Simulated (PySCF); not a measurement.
```xyz
3
charge 0 multiplicity 1, angstrom
Sn   -0.3893    0.0000   -0.3605
H    -1.6441    0.0000    0.9001
Cl    1.3829    0.0000    1.2132
```

These are results of PySCF, PBE0, basis Sn def2-TZVP with ECP28, H def2-TZVP, Cl def2-TZVP (scalar-relativistic core potentials, no spin–orbit coupling, density fitting), not measurements.

This geometry of SnHCl is a stationary point at this level.

Problem. What is the point group?

Solution. Cs.

Problem. Is it a minimum?

Solution. Yes: all harmonic wavenumbers are real.

Problem. What are the dipole moment and the gap between the highest occupied and lowest empty levels?

Solution. 2.72 D and 3.96 eV.

Problem. Give the atomic charges and bond orders.

Solution. 
| atom | Mulliken | Löwdin | polar tensor | Mayer order to Sn1 |
| --- | --- | --- | --- | --- |
| Sn1 | 0.49 | 0.14 | 0.90 | – |
| H2 | -0.09 | -0.10 | -0.29 | 0.94 |
| Cl3 | -0.40 | -0.04 | -0.61 | 1.00 |

Problem. Give the ideal-gas entropy at 298.15 K and 1 bar by parts.

Solution. translation 171.8, rotation 95.2, vibration 6.8, spin 0.0; total 273.8 J/(mol K).

Other isomers or separated fragments may lie lower.
